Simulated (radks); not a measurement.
The numbers below are computed, except where a source is named.
Valence configurations of Xe II (all share [Kr]). Level of theory: scalar-relativistic Kohn-Sham, LDA (Slater exchange, Perdew-Wang correlation), spin-polarised, spherical densities, finite nucleus; open shells are filled with parallel spins first (spin-orbit coupling, left out, can overturn this in heavy ions); Fermi nuclear charge, rms radius 4.7859 fm (a radial shooting solver on a logarithmic mesh with Libxc functionals). Order these by energy: 4d10 5s2 5p5; 4d9 5s2 5p6; 4d9.5 5s2 5p5.5; 4d10 5s1.5 5p5.5; 4d10 5s1 5p6.

Answer. From the lowest, in eV above it: 4d10 5s2 5p5 0.000; 4d10 5s1.5 5p5.5 6.087; 4d10 5s1 5p6 12.202; 4d9.5 5s2 5p5.5 26.880; 4d9 5s2 5p6 55.002. NIST lists [Kr] 4d10 5s2 5p5 as the ground configuration; this level of theory agrees among the configurations tried. The energies are those of spherical high-spin densities, not of single terms.
